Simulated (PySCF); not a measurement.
Checking a proposed structure

A compound C6H12Si gives the data below (simulated from a calculation) and was assigned the structure `CCCC#CC[SiH3]`.

¹³C{¹H} NMR (computed): δ 88.3 (C), 78.7 (CH), 34.1 (CH2), 28.4 (CH3, 2C), 23.6 (C).

¹H NMR (500 MHz, computed): δ 3.86 (s, 3H), 2.24 (d, 2H), 1.56 (t, 1H), 1.18 (s, 6H).

Theoretical values (PySCF 2.14.0 with density-fitted response routines): geometry from GFN2-xTB, shieldings: GIAO PBE0/pcSseg-1. One computed conformer, fast rotation and ring inversion assumed for equivalent nuclei, relativity neglected, gas phase.

Shifts are taken against calculated references (same method and geometry level): TMS for ¹H (σref 31.72), ¹³C (σref 186.93).

Question: Compare with the shifts computed for the proposed structure, pairing carbons in order of shift.

Answer: Mapped SMILES: `[CH3:1][CH2:2][CH2:3][C:4]#[C:5][CH2:6][SiH3:7]`. Hydrogens are named by the atom that carries them.

```tsv
atom	computed for proposal	given list	difference
C4	86.3	88.3	-2.0
C5	84.5	78.7	+5.8
C2	26.8	34.1	-7.3
C3	23.4	28.4	-5.0
C1	15.3	28.4	-13.1
C6	0.1	23.6	-23.5
```

The rms difference is 11.8 ppm and the largest -23.5 ppm at C6 (propargylic sp3 CH2 bonded to Si). The proposal also would give 6 carbon signals, not 5. The carbon types in order of shift don't match either: C, C, CH2, CH2, CH3, CH2 for the proposal against C, CH, CH2, CH3, CH3, C in the data. The proposal doesn't fit.

Question: Which isomer fits?

Answer: `C#CCC(C)(C)[SiH3]`.

Carbon types of the structure: 2 × C, 1 × CH, 1 × CH2, 2 × CH3, leaving 3 H on heteroatoms. δC 88.3: alkyne carbon; the triple bond shields along its axis, which puts it between sp3 and sp2 carbons. δC 78.7: terminal alkyne carbon; sp carbons lie upfield of alkene carbons because the cylindrical π system leaves one tensor component strongly shielded. δC 34.1: propargylic sp3 CH2; saturated and bonded to C and H only. δC 28.4: methyl carbon; a saturated carbon with 1 carbon neighbour and no heteroatom attached.

Other isomers checked: C#CC(C)(C)[SiH2]C (rms 14.8 ppm).

This is the structure that produced the data.

Shifts are as computed. Against solution values, carbons near 30 ppm lie about +3 ppm off and those near 130 ppm about +5 ppm. Of 1211 compounds with measured shifts, 218 miss one by over three times the rms of a fit or turn the order of signals round; such compounds aren't used in these exercises. No couplings were computed; multiplicities are counted from neighbouring protons, with m where these are inequivalent, close in shift, in a saturated or five-membered ring or joined by F or P, and br s for small geminal =CH2 splittings.
